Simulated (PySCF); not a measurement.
Compound: C7H9NO.
SMILES with atom numbers: `[N:1]#[C:2][CH2:3][C@@H:4]1[CH2:5][CH2:6][C@H:7]2[O:8][C@@H:9]12` (hydrogens: H10, H11 on C3; H12 on C4; H13, H14 on C5; H15, H16 on C6; H17 on C7; H18 on C9)

Level: CAM-B3LYP/def2-SVPD in PySCF, non-relativistic, on one gas-phase PBE0-D3(BJ)/def2-SVP geometry that isn't relaxed in the solvent. The solvent is an IEF-PCM continuum (van der Waals radii × 1.2). Specific hydrogen bonds and non-electrostatic terms are outside this model.

Gas phase at CAM-B3LYP/def2-SVPD: HOMO -9.41 eV, LUMO 0.92 eV, dipole 2.73 D.

Q: What does the continuum do to the energy, the frontier levels and the dipole at CAM-B3LYP/def2-SVPD in tetrahydrofuran and acetone?

A: 
| solvent | ε | E(solvent) − E(gas) (kcal/mol) | polarisation term (kcal/mol) | distortion of the solute (kcal/mol) | HOMO (eV) | LUMO (eV) | dipole (D) |
| --- | --- | --- | --- | --- | --- | --- | --- |
| tetrahydrofuran | 7.426 | -7.66 | -9.10 | 1.44 | -9.32 | 1.29 | 3.61 |
| acetone | 20.49 | -8.90 | -10.87 | 1.97 | -9.32 | 1.34 | 3.77 |

The polarisation term is half the interaction of the solute with the surface charges that it induces; the rest is the cost of distorting the solute's density. The sum is the electrostatic part of solvation alone. The atom shares or the degeneracy of the LUMO differ from the gas phase in acetone, so that column needn't follow one orbital. From tetrahydrofuran to acetone the lowering changes by a factor 1.16, Onsager's factor (ε − 1)/(2ε + 1) by 1.15 and ε itself by 2.8.

Q: Which radius a makes the point-dipole formula ΔE = −[(ε − 1)/(2ε + 1)]·μ²/a³ give the value in acetone, with the gas-phase dipole?

A: μ = 1.072 au and |ΔE| = 0.01418 Eh give a = 1.77 Å; the farthest nucleus lies 2.94 Å from the centroid of the nuclei, so such a sphere wouldn't even hold the nuclei. The formula assumes a rigid point dipole at the centre of a sphere.

Q: How does the static polarisability (CAM-B3LYP/def2-SVPD, frozen core, with the continuum's full static response) change?

A: 
| medium | isotropic (au) | principal values (au) | ⟨r²⟩ of the electrons (bohr²) |
| --- | --- | --- | --- |
| gas | 80.6 | 74.0, 82.3, 85.6 | 1057.4 |
| tetrahydrofuran | 103.2 | 94.6, 102.0, 113.1 | 1058.4 |
| acetone | 107.8 | 98.9, 105.7, 118.8 | 1058.6 |

The isotropic value in acetone is 1.34 times the gas-phase one; no cavity-field correction is applied. ⟨r²⟩ is taken about the centre of nuclear charge.

Time: 64 s; peak memory 1.3 GiB. Hardware: Intel Xeon Platinum 8559C, one thread (shared host). This is the whole response run at CAM-B3LYP/def2-SVPD in acetone, SCF included.
